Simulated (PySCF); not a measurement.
Peak assignment

Geometry:
| atom | x (Å) | y (Å) | z (Å) |
| --- | --- | --- | --- |
| C1 | -0.741 | 3.057 | 1.109 |
| C2 | -0.633 | 1.973 | 0.572 |
| P3 | -0.516 | 0.356 | -0.112 |
| C4 | -1.192 | 0.538 | -1.797 |
| Al5 | -1.705 | -1.406 | 1.172 |
| C6 | 1.260 | 0.103 | -0.339 |
| C7 | 2.052 | -0.530 | 0.775 |
| C8 | 1.772 | -1.312 | -0.464 |
| H9 | -0.841 | 4.018 | 1.582 |
| H10 | -1.096 | -0.434 | -2.302 |
| H11 | -2.258 | 0.799 | -1.730 |
| H12 | -0.654 | 1.311 | -2.363 |
| H13 | -0.910 | -1.388 | 2.565 |
| H14 | -1.364 | -2.604 | 0.148 |
| H15 | -3.183 | -0.787 | 1.103 |
| H16 | 1.754 | 0.878 | -0.935 |
| H17 | 1.516 | -0.810 | 1.686 |
| H18 | 3.061 | -0.145 | 0.938 |
| H19 | 1.046 | -2.128 | -0.399 |
| H20 | 2.582 | -1.476 | -1.178 |

Fast rotation and ring inversion assumed for equivalent nuclei, no solvent model, one conformer, relativity neglected. NMR shieldings at KT2/pcSseg-1/GIAO; geometry from PBE0-D3(BJ)/def2-SVP; PySCF.

Referencing at the same level of theory: ¹³C (183.22 ppm), ¹H (31.18 ppm) against TMS.

Task: Assign these signals to the numbered atoms. ¹³C{¹H} NMR (computed): δ 95.1, 72.9, 14.7, 11.7, 6.9, 6.0.

Result: 
```tsv
δ (ppm)	atoms	environment	reason
95.1	C1	terminal alkyne carbon	sp carbons lie upfield of alkene carbons because the cylindrical π system leaves one tensor component strongly shielded
72.9	C2	alkyne carbon	sp carbons lie upfield of alkene carbons because the cylindrical π system leaves one tensor component strongly shielded
14.7	C4	methyl carbon bonded to P	–
11.7	C6	three-membered-ring carbon	carbons of three-membered rings are unusually shielded
6.9	C7	three-membered-ring carbon	–
6.0	C8	three-membered-ring carbon	–
```

C7 and C8 lie closer than the usual error of such a calculation, so a measured spectrum could show them in the other order.

Task: Assign these signals to the numbered atoms. ¹H NMR (400 MHz, computed): δ 3.68 (br, 3H), 3.16 (m, 1H), 1.58 (m, 3H), 1.23 (m, 1H), 1.22 (m, 1H), 0.92 (m, 1H), 0.90 (m, 1H), 0.75 (m, 1H).

Result: 
| δ (ppm) | atoms | environment | reason |
| --- | --- | --- | --- |
| 3.68 | H13/H14/H15 | hydrogen on an aluminium bonded to P | – |
| 3.16 | H9 | hydrogen on a terminal alkyne carbon | it lies on the axis of the triple bond, in its shielding cone |
| 1.58 | H10/H11/H12 | hydrogen on a methyl carbon bonded to P | – |
| 1.23 | H19 | hydrogen on a three-membered-ring carbon | cyclopropane-type protons are shielded by the ring |
| 1.22 | H17 | hydrogen on a three-membered-ring carbon | – |
| 0.92 | H16 | hydrogen on a three-membered-ring carbon | – |
| 0.90 | H18 | hydrogen on a three-membered-ring carbon | – |
| 0.75 | H20 | hydrogen on a three-membered-ring carbon | – |

H19 and H17; H16 and H18 lie closer than the usual error of such a calculation, so a measured spectrum could show them in the other order.

Hydrides on Al or Ga are broadened by the quadrupolar metal nucleus. Splittings by ³¹P in the carbon and heteronuclear signals aren't shown, as no couplings were computed. Shifts are as computed. Against solution values, carbons near 30 ppm lie about +2 ppm off and those near 130 ppm about -5 ppm. Of 1211 compounds with measured shifts, 218 miss one by over three times the rms of a fit or turn the order of signals round; such compounds aren't used in these exercises. Multiplicities follow the n + 1 count of equivalent neighbours, as no J values were calculated; m marks all less simple cases, F and P coupling included.
